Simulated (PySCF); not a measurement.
Two species compared at the same levels of theory.

First species: C8H10Si2.
InChI=1S/C8H10Si2/c9-6-7-10-8-4-2-1-3-5-8/h1-5H,10H2,9H3

Second species: C4H6O2SSi.
Geometry (GFN2-xTB, Å), atoms numbered from 1 in this order:
```
atom  x, y, z in Å
C1     1.7822   -1.0662    0.7819
Si2    1.4111    0.1535   -0.6197
S3    -0.0152    1.7436   -0.0628
C4    -1.5900    0.8837   -0.0523
C5    -2.6082    1.6316    0.3047
O6    -3.4634    2.3342    0.6292
C7    -1.6335   -0.4933   -0.4281
O8    -0.6510   -1.1409   -0.7292
H9     1.9020   -0.5452    1.7289
H10    1.0121   -1.8203    0.9021
H11    2.7155   -1.5763    0.5686
H12    2.5359    1.1084   -0.6153
H13    1.2362   -0.2647   -2.0005
H14   -2.6343   -0.9486   -0.4297
```

Levels: PBE0/pcSseg-1 for dipole moment, HOMO energy, LUMO energy and HOMO–LUMO gap; GFN2-xTB for rotational constant A and rotational constant C. Geometries: GFN2-xTB. Each structure is a single optimised conformer of the isolated species, non-relativistic unless stated; the electronic structure was computed with PySCF and density fitting.

The conformers computed, where there is a choice (atom-mapped SMILES and torsion angles):
- `[SiH3:1][C:2]#[C:3][SiH2:4][c:5]1[cH:6][cH:7][cH:8][cH:9][cH:10]1`: C3–Si4–C5–C6 19°
- `[CH3:1][SiH2:2][S:3][C:4](=[C:5]=[O:6])[CH:7]=[O:8]`: C1–Si2–S3–C4 -75°, Si2–S3–C4–C5 178°, S3–C4–C7–O8 2°

**Question.** Which has the higher HOMO energy?

**Answer.** The second: -6.60 eV against -7.46 eV, a difference of 0.86 eV.

**Question.** Which of the two has the higher HOMO–LUMO gap, and by how much?

**Answer.** The first: 6.69 eV against 4.15 eV, a difference of 2.54 eV.

**Question.** Which of the two has the higher LUMO energy, and by how much?

**Answer.** The first: -0.77 eV against -2.45 eV, a difference of 1.68 eV.

**Question.** Which of the two has the higher dipole moment, and by how much?

**Answer.** The second: 2.25 D against 0.72 D, a difference of 1.53 D.

**Question.** Which of the two has the higher rotational constant C, and by how much?

**Answer.** The second: 0.767 GHz against 0.347 GHz, a difference of 0.420 GHz.

**Question.** Which of the two has the higher rotational constant A, and by how much?

**Answer.** The second: 2.847 GHz against 2.100 GHz, a difference of 0.747 GHz.

On the first: A dipole of 0.72 D is allowed in C1, and pure rotational transitions are dipole-allowed. In atomic units the dipole is 0.28 e·bohr (1 au = 2.5417 D).

On the second: In atomic units the dipole is 0.88 e·bohr (1 au = 2.5417 D).
